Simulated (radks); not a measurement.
Results of a calculation; reference values are marked as such.
Species: S IV. Configuration: [Ne] 3s2 3p1. Code: a radial shooting solver on a logarithmic mesh with Libxc functionals. Model: non-relativistic Kohn-Sham, BLYP, spin-polarised, spherical densities, point nucleus; open shells are filled with parallel spins first.

Normalised radial functions P(r) = r R(r), r in bohr:

r         3s down  3p down
0.004173   0.0475   0.0007
0.004557   0.0516   0.0009
0.005016   0.0564   0.0011
0.005521   0.0615   0.0013
0.006078   0.0671   0.0016
0.00669    0.0731   0.0019
0.007364   0.0796   0.0023
0.008042   0.0860   0.0027
0.008852   0.0934   0.0032
0.009744   0.1013   0.0039
0.01073    0.1097   0.0047
0.01181    0.1186   0.0056
0.013      0.1279   0.0068
0.01431    0.1377   0.0081
0.01562    0.1471   0.0096
0.0172     0.1576   0.0114
0.01893    0.1684   0.0137
0.02084    0.1793   0.0163
0.02293    0.1903   0.0194
0.02525    0.2011   0.0231
0.02779    0.2115   0.0275
0.03035    0.2205   0.0321
0.0334     0.2295   0.0380
0.03677    0.2372   0.0448
0.04047    0.2432   0.0528
0.04455    0.2472   0.0620
0.04904    0.2486   0.0725
0.05355    0.2472   0.0835
0.05895    0.2421   0.0971
0.06489    0.2328   0.1124
0.07142    0.2187   0.1295
0.07862    0.1992   0.1486
0.08654    0.1740   0.1696
0.09526    0.1426   0.1924
0.104      0.1082   0.2147
0.1145     0.0646   0.2405
0.126      0.0150   0.2673
0.1387    -0.0399   0.2946
0.1527    -0.0993   0.3217
0.1681    -0.1615   0.3476
0.1836    -0.2194   0.3694
0.2021    -0.2813   0.3899
0.2224    -0.3390   0.4056
0.2448    -0.3894   0.4147
0.2695    -0.4291   0.4156
0.2967    -0.4544   0.4067
0.3266    -0.4621   0.3863
0.3566    -0.4511   0.3565
0.3925    -0.4175   0.3107
0.4321    -0.3599   0.2506
0.4756    -0.2784   0.1762
0.5236    -0.1742   0.0884
0.5763    -0.0504  -0.0115
0.6293     0.0766  -0.1116
0.6927     0.2242  -0.2271
0.7625     0.3745  -0.3452
0.8394     0.5194  -0.4613
0.9239     0.6507  -0.5701
1.017      0.7605  -0.6664
1.119      0.8421  -0.7450
1.222      0.8878  -0.7976
1.346      0.9031  -0.8303
1.481      0.8822  -0.8351
1.63       0.8281  -0.8118
1.795      0.7467  -0.7625
1.976      0.6464  -0.6916
2.175      0.5363  -0.6049
2.375      0.4347  -0.5175
2.614      0.3305  -0.4200
2.877      0.2389  -0.3264
3.167      0.1636  -0.2419
3.486      0.1054  -0.1700
3.838      0.0634  -0.1125
4.191      0.0373  -0.0729
4.613      0.0194  -0.0424
5.078      0.0093  -0.0230
5.589      0.0040  -0.0115

3s down: eigenvalue -51.091 eV, 2 radial nodes at r = 0.130, 0.597 bohr, <r> = 1.53 bohr, 90 % of the charge inside 2.27 bohr. 3p down (empty): eigenvalue -39.342 eV, 1 radial node at r = 0.570 bohr, <r> = 1.67 bohr, 90 % of the charge inside 2.54 bohr.
